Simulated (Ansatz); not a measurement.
A structure relaxed at PBE-D4/def2-SVP in Ansatz, charge 0, doublet:

```xyz
13

Bi    2.754   -1.264   -1.684
Ag    1.001   -1.995    0.456
Ag    2.289    0.556    0.469
Ag   -1.006   -1.494    2.367
Ag    0.089   -1.850   -2.353
Ag   -1.867    0.222   -2.843
Ag   -0.193    1.116    1.726
Ag   -2.907    0.544    1.629
Ag    0.695    0.821   -1.811
Ag   -1.695    1.865   -0.571
Ag   -1.556   -0.925   -0.295
Ag    1.600   -0.599    2.950
Ag    0.797    3.001   -0.041
```

Question: Give its formula.

Answer: the cluster Ag₁₂Bi.

Question: Summarise the bond lengths by kind (pairs closer than 1.2 times the sum of covalent radii, bridged metal pairs left out).

Answer: 31 × Ag–Ag 2.77 to 3.23 Å; 4 × Ag–Bi 2.81 to 2.93 Å.

In the def2 sets Ag, Bi take a core potential; there is no spin–orbit coupling. The structure comes from a short search, and lower isomers may exist.
